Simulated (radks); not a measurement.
Values are calculated unless marked as measured or tabulated.
Coulomb parameter of the 3d shell of the manganese ion Mn2+ in the model configuration [Ar] 3d4 4s1, as a second difference U = [E(n + 0.25) + E(n - 0.25) - 2 E(n)] / (0.25)^2 with all orbitals relaxed. "Bare": the charge of the atom changes with n. "Screened": the 4s shell takes up the change at fixed total charge, which measures U(3d,3d) + U(4s,4s) - 2 U(3d,4s). Level of theory: scalar-relativistic Kohn-Sham, r2SCAN, spin-unpolarised, spherical densities, finite nucleus; meta-GGA in the generalised Kohn-Sham scheme; Fermi nuclear charge, rms radius 3.7057 fm (a radial shooting solver on a logarithmic mesh with Libxc functionals).

start: configuration [Ar] 3d4 4s1; E - E(n) (eV) 0.000
bare +0.25: configuration [Ar] 3d4.25 4s1; E - E(n) (eV) -7.028
bare -0.25: configuration [Ar] 3d3.75 4s1; E - E(n) (eV) 8.078
screened +0.25: configuration [Ar] 3d4.25 4s0.75; E - E(n) (eV) -2.084
screened -0.25: configuration [Ar] 3d3.75 4s1.25; E - E(n) (eV) 2.309

U(bare) = 16.798 eV, U(screened by 4s) = 3.596 eV, against the Slater integral F0(3d,3d) = 23.523 eV with frozen orbitals.
